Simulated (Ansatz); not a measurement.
Mulliken charges of C₂H₅GeN (`C1=[N][GeH2][CH2]1`) from PBE/def2-TZVPP in Ansatz (PBE0-D4/def2-TZVP geometry).

| atom | x (Å) | y (Å) | z (Å) | charge (e) |
| --- | --- | --- | --- | --- |
| C1 | -0.187 | -0.550 | -1.075 | 0.005 |
| N2 | 1.036 | -0.182 | -1.142 | -0.273 |
| Ge3 | 0.904 | 0.561 | 0.613 | 0.295 |
| C4 | -0.885 | -0.197 | 0.218 | -0.258 |
| H5 | -0.676 | -1.079 | -1.903 | 0.075 |
| H6 | 1.056 | 2.089 | 0.684 | -0.020 |
| H7 | 1.776 | -0.127 | 1.677 | -0.020 |
| H8 | -1.720 | 0.497 | 0.107 | 0.098 |
| H9 | -1.216 | -1.058 | 0.804 | 0.098 |

Q: By hand: the dipole of these point charges (1 e Å = 4.8032 D).

A: Σ q r = (-0.184, 0.088, 0.330) e Å, of length 0.388 e Å = 1.86 D.

Q: How does the dipole of the full density compare? (Estimate.)

A: The calculation gave: (-0.365, 0.029, 0.330) e Å, 2.37 D; the point charges give 0.78 times that, at 21° from its direction.

Point charges leave out the atoms' own dipoles, such as those of lone pairs, and Mulliken's split depends on the basis, so the two needn't agree.
